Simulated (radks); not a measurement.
Question: Calculated with a radial shooting solver on a logarithmic mesh with Libxc functionals: non-relativistic Kohn-Sham, LDA (Slater exchange, Perdew-Wang correlation), spin-unpolarised, spherical densities, point nucleus. Response by self-consistent Sternheimer equations with the Hartree and adiabatic LDA kernel. For heavy and open-shell atoms this level of theory can miss by tens of per cent. Rank Kr, Zn+, Zr+, Pd, Ca3+, Mn3+, Te3+, Cu (NIST ground configurations) by static dipole polarisability, largest first.

Answer: Zr+ 57.57, Cu 41.62, Pd 28.39, Kr 18.04, Zn+ 16.57, Te3+ 11.29, Ca3+ 2.550, Mn3+ 2.131 bohr^3.
